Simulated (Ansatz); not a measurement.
Two isomers of CH8ClNSi2: A = `NC([SiH3])[SiH2]Cl`, B = `N[SiH2]C[SiH2]Cl`.

Computed with Ansatz on PBE0-D4/def2-TZVP structures; ΔE is electronic, products minus reactants. CBS: MP2 limit from def2 TZ/QZ plus the TZ coupled-cluster correction, frozen cores. DFT in def2-TZVPP. B3LYP here is the variant with VWN-RPA as its local correlation; programs differ in this. Each species was taken in one conformer, which may not be the lowest.

A:

```xyz
13

N    -0.406   -1.101    1.204
C    -0.118    0.177    0.540
Si    1.626    0.271   -0.187
Si   -1.487    0.560   -0.674
Cl   -1.572   -0.967   -2.060
H    -0.447   -1.854    0.527
H     0.316   -1.340    1.873
H    -0.210    0.987    1.280
H     1.928    1.608   -0.772
H     1.791   -0.775   -1.230
H     2.594   -0.006    0.912
H    -1.204    1.820   -1.402
H    -2.810    0.620   -0.010
```

B:

Z-matrix (Å, degrees):
```
Si
C 1 1.873
N 1 1.721 2 109.5
H 1 1.484 2 111.5 3 117.1
H 1 1.495 2 106.8 3 -124.8
Si 2 1.855 1 115.7 3 172.3
H 2 1.098 1 108.2 3 52.9
H 2 1.095 1 109.0 3 -63.3
H 3 1.008 1 120.7 2 -62.3
H 3 1.007 1 119.0 2 154.9
Cl 6 2.063 2 110.0 1 53.8
H 6 1.484 2 112.0 1 172.5
H 6 1.483 2 111.1 1 -64.8
```

**Question.** Which is lower in electronic energy at CCSD(T)/CBS, and by how much? (Best estimate.)

**Answer.** The calculation gave: B, by 155.1 kJ/mol.

**Question.** Give E(B) − E(A) in kJ/mol with B3LYP, PBE0-D4, r2SCAN-D4, CCSD(T)/def2-TZVPP, ωB97M-V, HF/def2-TZVPP, B2PLYP. (An estimate is asked.)

**Answer.** The calculation gave: B3LYP -152.6, PBE0-D4 -147.1, r2SCAN-D4 -153.6, CCSD(T)/def2-TZVPP -151.9, ωB97M-V -153.0, HF/def2-TZVPP -164.0, B2PLYP -155.2. None reverses the order clearly.

Largest T1 diagnostic: 0.011.

In def2-TZVPP, CCSD(T) changes the Hartree–Fock value by +12.1 kJ/mol (the triples alone add +2.7 kJ/mol) and MP2 by +5.6 kJ/mol. From PBE to PBE0 (25 % exact exchange), in def2-TZVPP and without D4, E(B) − E(A) moves by −7.3 kJ/mol.
